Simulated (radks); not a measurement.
Radial electron density D(r) = 4 pi r^2 rho(r) of an atom or ion with 59 electrons. Method: Dirac Kohn-Sham, LDA (Slater exchange, Perdew-Wang correlation), spin-unpolarised, spherical densities, point nucleus; computed with a radial shooting solver on a logarithmic mesh with Libxc functionals.

```
   r/bohr * D(r) (the largest magnitude, 109, reaches the edge; | marks zero)
 0.002217 |      *
 0.002581 |       *
 0.002981 |         *
 0.003443 |           *
 0.003976 |              *
 0.004592 |                 *
 0.005303 |                    *
 0.006124 |                        *
 0.007073 |                            *
 0.008168 |                               *
 0.009433 |                                   *
  0.01089 |                                      *
  0.01258 |                                        *
  0.01453 |                                         *
  0.01678 |                                          *
  0.01938 |                                         *
  0.02238 |                                       *
  0.02606 |                                     *
  0.03009 |                                     *
  0.03475 |                                     *
  0.04014 |                                        *
  0.04635 |                                            *
  0.05353 |                                                 *
  0.06182 |                                                     *
   0.0714 |                                                      *
  0.08245 |                                                    *
  0.09523 |                                               *
     0.11 |                                          *
    0.127 |                                        *
   0.1467 |                                          *
   0.1694 |                                             *
   0.1956 |                                               *
   0.2259 |                                             *
    0.263 |                                    *
   0.3038 |                          *
   0.3508 |                    *
   0.4051 |                  *
   0.4679 |                    *
   0.5404 |                      *
   0.6241 |                    *
   0.7207 |                *
   0.8323 |           *
   0.9613 |       *
     1.11 |     *
    1.282 |    *
    1.481 |   *
     1.71 |  *
    1.975 | *
    2.281 |*
    2.655 *
    3.066 *
    3.541 *
     4.09 *
    4.723 *
    5.455 *
```

What is the nuclear charge?

Answer. Z = 62. The innermost maximum, from 1s, lies near gamma/Z bohr with gamma = sqrt(1 - (Z/c)^2) = 0.892, here 0.0144 bohr (found: 0.0159), and its height grows with Z. The density is that of the samarium ion Sm3+ in [Xe] 4f5; the configuration itself is not fixed sharply by these data, and Z only to a few units. D(r) has 4 maxima, at r = 0.0159, 0.0703, 0.196, 0.540 bohr, and minima at 0.0306, 0.129, 0.389 bohr, inside which lie 2.01, 11.19, 29.18 electrons.
